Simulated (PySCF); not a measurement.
Compound: trichlorosilane, Cl3HSi.
InChI=1S/Cl3HSi/c1-4(2)3/h4H

The closed-shell ground state was solved at several levels (PySCF, density fitting, gas phase, non-relativistic). Isolated species at its PBE0-D3(BJ)/def2-TZVP geometry, gas phase.

| level | basis functions | total energy (Eh) | HOMO (eV) | LUMO (eV) | gap (eV) | dipole (D) |
| --- | --- | --- | --- | --- | --- | --- |
| PBE0/aug-cc-pVTZ | 223 | -1670.3503 | -9.44 | -0.38 | 9.06 | 0.84 |
| KT3/pcSseg-2 | 186 | -1682.4772 | -8.20 | -1.31 | 6.89 | 0.88 |
| CAM-B3LYP/aug-cc-pVTZ | 223 | -1670.9697 | -10.80 | 0.38 | 11.18 | 0.88 |
| wB97X-D/aug-cc-pVTZ | 223 | -1670.9122 | -11.30 | 1.04 | 12.34 | 0.85 |
| wB97X-D/pcSseg-2 | 186 | -1670.9241 | -11.36 | 1.56 | 12.92 | 0.99 |
| PBE0/pcSseg-2 | 186 | -1670.3577 | -9.49 | -0.24 | 9.25 | 0.95 |

Question: What might B97-2/pcSseg-2 (186 basis functions) give for the same quantities?

Answer: Total energy -1671.0488 Eh, HOMO -9.23 eV, LUMO -0.28 eV, gap 8.95 eV, dipole 0.95 D.

Question: Over all these levels, which gives the widest orbital gap and which the narrowest?

Answer: wB97X-D/pcSseg-2 (range-separated hybrid) has the widest, 12.92 eV, and KT3/pcSseg-2 (GGA) the narrowest, 6.89 eV. The two share the basis. From the narrowest to the widest the HOMO moves by -3.16 eV and the LUMO by +2.87 eV.

Question: In the pcSseg-2 basis, how does the gap go with the fixed share of exact exchange?

Answer: KT3 (0 %) 6.89 eV; B97-2 (21 %) 8.95 eV; PBE0 (25 %) 9.25 eV. Each rise in the share widens the gap here.

Question: How far do the dipole and the HOMO energy spread over the levels?

Answer: The dipole runs from 0.84 to 0.99 D (mean 0.91 D) and the HOMO from -11.36 to -8.20 eV.

Note: wB97X-D ran without an empirical dispersion term, which enters the total energy and its gradient alone.
